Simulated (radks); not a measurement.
Charge is removed step by step from the 3p level of Si+, starting from [Ne] 3s2 3p1. Method: non-relativistic Kohn-Sham, r2SCAN, spin-unpolarised, spherical densities, point nucleus; meta-GGA in the generalised Kohn-Sham scheme; computed with a radial shooting solver on a logarithmic mesh with Libxc functionals.

removed (e)  E - E(0) (eV)  eigenvalue (eV)  E minus straight line (eV)
0                    0.000          -11.593                       0.000
0.125                1.513          -12.620                      -0.467
0.25                 3.156          -13.664                      -0.804
0.375                4.930          -14.723                      -1.010
0.5                  6.837          -15.798                      -1.082
0.625                8.880          -16.887                      -1.019
0.75                11.059          -17.990                      -0.819
0.875               13.378          -19.110                      -0.481
1                   15.838          -20.269                       0.000

Removing the whole electron costs 15.838 eV by Delta-SCF, against 11.593 eV from minus the eigenvalue at the starting occupation. Slater's transition state (half an electron removed) gives 15.798 eV. Integrating minus the eigenvalue over the occupation (Janak's theorem) gives 15.838 eV. The mean slope of the eigenvalue, de/dn, is 8.68 eV per electron. Ionisation energy of Si+ in the NIST Atomic Spectra Database: 16.346 eV (measured).

Beside tabulated values, note that spin-unpolarised runs miss the spin-polarisation part of the exchange energy of open shells.
